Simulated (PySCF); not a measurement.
## Does the structure fit the spectrum?

A compound C9H12Si gives the data below (simulated from a calculation) and was assigned the structure `C#C[Si@]1(C)C[C@H](C#CC)C1`.

$^{13}$C{$^{1}$H} NMR (computed): δ 160.1 (C), 142.9 (CH), 112.1 (C), 79.3 (C), 35.5 (CH), 19.4 (CH3), 12.8 (CH2), 12.4 (CH2), 3.6 (CH).

$^{1}$H NMR (600 MHz, computed): δ 6.24 (m, 1H), 4.83 (m, 1H), 4.49 (m, 1H), 2.27 (m, 1H), 1.58 (m, 1H), 1.25 (d, 3H), 0.91 (m, 1H), 0.90 (m, 1H), 0.79 (m, 1H), 0.73 (m, 1H).

[PySCF 2.14.0 with density-fitted response routines: σ from GIAO-PBE0/pcSseg-1; GFN2-xTB structure; non-relativistic Hamiltonian; in vacuum; rapidly exchanging positions averaged; a single conformation]

Shifts are taken against calculated references (same method and geometry level): $^{1}$H (σ = 31.72 ppm) and $^{13}$C (σ = 186.93 ppm) vs TMS.

Problem. Compare with the shifts computed for the proposed structure, pairing carbons in order of shift.

Solution. Atoms are numbered as in `[CH:1]#[C:2][Si@:3]1([CH3:4])[CH2:5][C@H:6]([C:7]#[C:8][CH3:9])[CH2:10]1` (H(Xn): hydrogen on atom n).

| atom | computed for proposal | given list | difference |
| --- | --- | --- | --- |
| C1 | 104.4 | 160.1 | -55.7 |
| C7 | 93.2 | 142.9 | -49.7 |
| C2 | 92.0 | 112.1 | -20.1 |
| C8 | 84.1 | 79.3 | +4.8 |
| C5 | 28.7 | 35.5 | -6.8 |
| C10 | 28.7 | 19.4 | +9.3 |
| C6 | 21.7 | 12.8 | +8.9 |
| C9 | 5.0 | 12.4 | -7.4 |
| C4 | 0.6 | 3.6 | -3.0 |

The rms difference is 26.4 ppm and the largest -55.7 ppm at C1 (terminal alkyne carbon). The proposal also would give 8 carbon signals, not 9. The carbon types in order of shift don't match either: CH, C, C, C, CH2, CH2, CH, CH3, CH3 for the proposal against C, CH, C, C, CH, CH3, CH2, CH2, CH in the data. The proposal doesn't fit.

Problem. Which isomer fits?

Solution. SMILES C[C@@H]1[SiH2]C=C1C#CC1CC1.

- Carbon types of the structure: 3 × C, 3 × CH, 2 × CH2, 1 × CH3, leaving 2 H on heteroatoms.
- δC 160.1: fully substituted alkene carbon; the olefinic region.
- δC 142.9: alkene CH; the olefinic region.
- δC 112.1, 79.3: alkyne carbon.
- δH 6.24: hydrogen on an alkene CH; olefinic region.

The shifts were computed for this structure.

Shifts are as computed. Against solution values, carbons near 30 ppm lie about +3 ppm off and those near 130 ppm about +5 ppm. Of 1211 compounds with measured shifts, 218 miss one by over three times the rms of a fit or turn the order of signals round; such compounds aren't used in these exercises. No couplings were computed; multiplicities are counted from neighbouring protons, with m where these are inequivalent, close in shift, in a saturated or five-membered ring or joined by F or P, and br s for small geminal =CH2 splittings.
